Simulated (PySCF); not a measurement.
# Peak assignment

Numbering as in the mapped SMILES `[CH2:1]=[CH:2][O:3]/[CH:4]=[CH:5]/[O:6][CH:7]=[O:8]`; H(Xn) means a hydrogen on atom n. Ha(C1) is cis to O3; Hb(C1) is trans to O3.

PySCF 2.14.0 with density-fitted response routines calculation with spin–spin couplings from B3LYP/pcJ-1 (without the spin–dipole term), PBE0-D3(BJ)/def2-SVP structure and shieldings: GIAO B97-2/pcSseg-1; no relativistic terms, gas phase, single conformer.

Referencing at the same level of theory: ¹³C, ¹H vs TMS.

(1) Assign these signals to the numbered atoms. ¹³C{¹H} NMR (computed): δ 158.4 (CH), 153.5 (CH), 147.1 (CH), 130.5 (CH), 94.1 (CH2).

(2) Assign these signals to the numbered atoms. ¹H NMR (300 MHz, computed): δ 8.51 (d, J = 11.9 Hz, 1H), 7.81 (s, 1H), 6.61 (d, J = 11.9 Hz, 1H), 6.21 (dd, J = 14.6, 7.2 Hz, 1H), 4.75 (dd, J = 14.6, 1.3 Hz, 1H), 4.30 (dd, J = 7.2, 1.3 Hz, 1H).

Answers

(1) 
| δ (ppm) | atoms | environment | reason |
| --- | --- | --- | --- |
| 158.4 | C7 | ester carbonyl carbon | it is a carbonyl in resonance with an O or N lone pair, the region of acids, esters and amides |
| 153.5 | C2 | alkene carbon bearing oxygen | an sp2 carbon further deshielded by the attached heteroatom |
| 147.1 | C4 | alkene carbon bearing oxygen | – |
| 130.5 | C5 | alkene carbon bearing oxygen | – |
| 94.1 | C1 | β carbon of an enol-ether or enamine type C=C | the O or N lone pair pushes π density onto this β carbon and shields it |

(2) 
```tsv
δ (ppm)	atoms	environment	reason
8.51	H(C4)	hydrogen on an alkene carbon bearing oxygen	–
7.81	H(C7)	hydrogen on an ester carbonyl carbon	–
6.61	H(C5)	hydrogen on an alkene carbon bearing oxygen	a vinylic proton, deshielded by the sp2 carbon and the C=C anisotropy
6.21	H(C2)	hydrogen on an alkene carbon bearing oxygen	–
4.75	Ha(C1)	hydrogen on a β carbon of an enol-ether or enamine type C=C	lone-pair donation from O or N shields it, upfield of ordinary alkene protons
4.30	Hb(C1)	hydrogen on a β carbon of an enol-ether or enamine type C=C	–
```

Multiplet labels drop couplings under 1 Hz and merge nearly equal ones. Unscaled 3J(H,H) at this level run about 10 % above measured values. Shifts are as computed. Against solution values, carbons near 30 ppm lie about +1 ppm off and those near 130 ppm about +2 ppm. Of 1211 compounds with measured shifts, 218 miss one by over three times the rms of a fit or turn the order of signals round; such compounds aren't used in these exercises.
